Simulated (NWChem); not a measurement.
# Basis-set convergence for stibine (H$_{3}$Sb)

SMILES: [SbH3]
```xyz
4

Sb     0.0006     0.0541     0.0000
H     -0.7203    -0.9130     1.2313
H     -0.7203    -0.9130    -1.2313
H      1.4123    -0.9348     0.0000
```
Charge 0, spin multiplicity 1.

The numbers come from NWChem runs, not from measurements. Structure: optimised with B3LYP/def2-SVP with def2 effective core potentials on Sb, a minimum by its harmonic frequencies.

Quantity: dipole moment at the level B3LYP.

Effective core potentials replace the inner electrons of Sb; spin-orbit coupling is left out. B3LYP has NWChem's definition, with VWN1-RPA local correlation.

```tsv
basis	functions	dipole moment (D)
def2-SVP	41	(withheld)
def2-SVPD	56	(withheld)
def2-TZVP	68	0.50
def2-TZVPD	83	0.49
def2-TZVPP	92	0.50
def2-QZVP	172	0.48
```

Problem. Some entries are withheld; supply them.

Solution. 
- def2-SVP, dipole moment (D): 0.32
- def2-SVPD, dipole moment (D): 0.44
